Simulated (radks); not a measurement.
Results of a calculation; reference values are marked as such.
Question: Ir5+, 72 electrons, occupied as [Xe] 4f14 5d4 (the NIST ground configuration). Code: a radial shooting solver on a logarithmic mesh with Libxc functionals. Model: Dirac Kohn-Sham, PBE, spin-unpolarised, spherical densities, finite nucleus; open shells are shared between the two j in proportion to 2j + 1; Fermi nuclear charge, rms radius 5.4032 fm. Some entries of the table are withheld. Estimate them.

orbital  occ.  eigenvalue (eV)  <r^2> (bohr^2)
1s1/2       2        -76047.72       0.0004197
2s1/2       2        -13347.52        0.006361
2p1/2       2        -12792.10        0.004517
2p3/2       4        -11164.61        0.005710
3s1/2       2        -3170.867         0.04139
3p1/2       2        -2921.232         0.03783
3p3/2       4        -2564.859         0.04431
3d3/2       4        -2146.801         0.03412
3d5/2       6        -2069.778         0.03589
4s1/2       2        -726.8203          0.2024
4p1/2       2        -621.3266          0.2073
4p3/2       4        -537.0349          0.2410
4d3/2       4              (1)          0.2577
4d5/2       6              (2)          0.2699
5s1/2       2        -160.6077           1.051
4f5/2       6        -127.7777          0.3421
5p1/2       2              (3)           1.228
4f7/2       8        -124.6460          0.3519
5p3/2       4              (4)           1.438
5d3/2     1.6         -65.9281           2.264
5d5/2     2.4         -64.1964           2.372

Answer: 
(1) 4d3/2 eigenvalue (eV): -363.8106
(2) 4d5/2 eigenvalue (eV): -348.1577
(3) 5p1/2 eigenvalue (eV): -126.9265
(4) 5p3/2 eigenvalue (eV): -112.6580
